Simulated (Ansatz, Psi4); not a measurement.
Species: H₄BSiO₃, charge 0, multiplicity 2. SMILES: B(O)(O)O[SiH2]
Structure (B3LYP-D3(BJ)/def2-TZVP (Ansatz, a first-principles code) minimum search):
```
O
B 1 1.3696
O 2 1.3669 1 119.52
H 3 0.9622 2 113.01 1 -179.92
O 2 1.3692 3 119.78 4 0.16
H 5 0.9620 2 112.74 3 179.89
Si 1 1.6585 2 132.66 3 1.65
H 7 1.4865 1 105.88 2 175.15
H 7 1.4885 8 110.48 1 119.31
```
Charge 0, spin multiplicity 2.

Property: size of the dipole moment, in D. Conventions: no spin-orbit coupling; open shells spin-unrestricted; non-relativistic; dispersion terms only where a functional's name holds one; 6-31G* and kin with 6d, 5d where marked; 6-311+G** with 5d, 6d on Na to Ar in Ansatz. Ab initio and DFT rows: single points at B3LYP-D3(BJ) geometries (Ansatz).

```tsv
level	program	size of the dipole moment (D)
PBE/6-31G*	Ansatz	1.05
PBE/def2-SVP	Ansatz	1.04
BLYP/6-31G*	Ansatz	1.05
B3LYP/3-21G	Ansatz	0.89
B3LYP/6-31G*	Ansatz	0.91
PBE0/6-311+G**	Ansatz	0.73
wB97X-D/6-311+G**	Psi4	0.74
```

No value to compare with is used here. The 7 habitual levels span 0.73 (PBE0/6-311+G**) to 1.05 D (PBE/6-31G*).

The levels are drawn from those run, B3LYP/6-31G* more often than the rest, none by its result; left out are runs that failed, that the program found above a lower state of the same kind, or whose <S^2> lies over 0.5 above the pure value.
